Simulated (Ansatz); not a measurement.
The same substitution along the group Li, Na, K.

Isolated molecules relaxed with PBE0-D4/def2-TZVP in Ansatz; ΔE leaves out vibrations. CCSD(T)/CBS adds triple-zeta CCSD(T) − MP2 to the extrapolated MP2 energy (def2 sets, frozen cores). DFT in def2-TZVPP. For Ge, K, Li, Na outer-core shells are correlated without core-valence functions, which leaves a few kJ/mol of doubt a bond. Scalar relativity is left out up to krypton. Each species was taken in one conformer, which may not be the lowest.

```csv
reaction,PBE-D4 (kcal/mol),CCSD/CBS(def2) (kcal/mol),PBE0-D4 (kcal/mol),HF/CBS(def2) (kcal/mol)
`[Li][S]C` + `[CH3][Ge]([NH2])([OH])[Cl]` → `C[O][Ge]([CH3])([NH2])[Cl]` + `[Li][SH]`,4.4,3.9,4.2,2.2
`C[S][Na]` + `[CH3][Ge]([NH2])([OH])[Cl]` → `C[O][Ge]([CH3])([NH2])[Cl]` + `[Na][SH]`,4.4,3.6,4.0,1.6
`C[S][K]` + `[CH3][Ge]([NH2])([OH])[Cl]` → `C[O][Ge]([CH3])([NH2])[Cl]` + `[SH][K]`,4.1,3.4,3.8,1.4
```

Task: Give the CCSD(T)/CBS values in the same order. (An estimate is asked.)

Result: The calculation gave: 4.1, 3.8, 3.6 kcal/mol.

Largest T1 diagnostic: 0.010, for `C[O][Ge]([CH3])([NH2])[Cl]`.
